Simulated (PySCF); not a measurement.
NICS in isomers of C5H4F2O3.

Probes without a nucleus sit at each ring's centroid and 1 Å off its mean plane on both sides; NICS is minus the shielding there, NICSzz its component along the normal. Level: GIAO PBE0/pcSseg-1 (PySCF, non-relativistic, gas phase) on the GFN2-xTB geometries, one conformer each. Atom numbers follow the mapped SMILES.

Task: Order these rings by mean NICS(1)zz, lowest (most negative) first (ppm).
A. ring C2–O3–C4–C5–C6 in `[O:1]=[C:2]1[O:3][CH2:4][CH:5]=[C:6]1[O:7][CH:8]([F:9])[F:10]`
B. ring C5–C6–O7–C8–C9–O10 in `[F:1][CH:2]([F:3])[O:4][C:5]1=[CH:6][O:7][CH:8]=[CH:9][O:10]1`
C. ring C2–C3–C4–C5–O10 in `[OH:1][c:2]1[cH:3][cH:4][c:5]([O:6][CH:7]([F:8])[F:9])[o:10]1`
D. ring C3–C4–O7–C8 in `[CH3:1][O:2][C:3]1=[C:4]([CH:5]=[O:6])[O:7][C:8]1([F:9])[F:10]`

Result: C (-19.3), A (-7.0), D (4.7), B (17.5).

```
            SMILES                                                       ring  NICS(0)  NICS(1)  NICS(1)zz   HOMA  rms pucker (Å)  ring atoms with four or more neighbours
  Oc1ccc(OC(F)F)o1          5-membered ring with O; formal bonds all aromatic    -12.4     -8.1      -19.3   0.24            0.00                                        0
  O=C1OCC=C1OC(F)F    5-membered ring with O; formal bonds 1 double, 4 single     -6.2     -4.4       -7.0      –            0.00                                        1
COC1=C(C=O)OC1(F)F    4-membered ring with O; formal bonds 1 double, 3 single     -7.8     -1.3        4.7      –            0.00                                        1
  FC(F)OC1=COC=CO1  6-membered ring with 2 O; formal bonds 2 double, 4 single      5.8      3.9       17.5  -0.91            0.05                                        0
```

NICS(0) gives another order. The isotropic NICS(1) gives the same order. HOMA uses Krygowski's 1993 parameters; it is left out where a ring has a four-coordinate atom, a triple bond, no multiple bond or a kind of bond without parameters. NICS(1) and NICS(1)zz are means over the two faces.
